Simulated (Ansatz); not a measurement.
Consider the ligand exchange at the Si–I bond: `Cl[SiH](Cl)I` + H–F → `F[SiH](Cl)Cl` + HI.

Isolated molecules relaxed with PBE0-D4/def2-TZVP in Ansatz; ΔE leaves out vibrations. CCSD(T)/CBS adds triple-zeta CCSD(T) − MP2 to the extrapolated MP2 energy (def2 sets, frozen cores). This one scheme is used for every species. Functionals use def2-TZVPP. HSE06 is defined as in plane-wave codes. Elements past krypton have def2 core potentials. For I outer-core shells are correlated without core-valence functions, which leaves a few kJ/mol of doubt a bond.

CCSD(T)/CBS gives -14.0 kcal/mol.

**Question.** Another level gave -14.2 kcal/mol. Which?
A. PBE0/def2-TZVPP
B. BLYP/def2-TZVPP
C. CCSD(T)/def2-TZVPP
D. HSE06-D4/def2-TZVPP

**Answer.** A. PBE0 -14.2, HSE06-D4 -12.7, CCSD(T)/def2-TZVPP -16.8, BLYP -18.8 kcal/mol.

Largest T1 diagnostic among the species: 0.010.

The D4 term adds +2.5 kcal/mol with B3LYP and +1.4 kcal/mol with PBE0; it sums over pairs of atoms, weighted by their polarisabilities, and B3LYP, whose exchange is more repulsive, gets the larger term. At CCSD(T), def2-SVP lies −3.5 kcal/mol from the extrapolated value and def2-TZVPP −2.8 kcal/mol. In def2-TZVPP, CCSD(T) changes the Hartree–Fock value by +4.5 kcal/mol (the triples alone add +1.0 kcal/mol) and MP2 by +7.5 kcal/mol.

B3LYP here is the variant with VWN-RPA as its local correlation; programs differ in this.
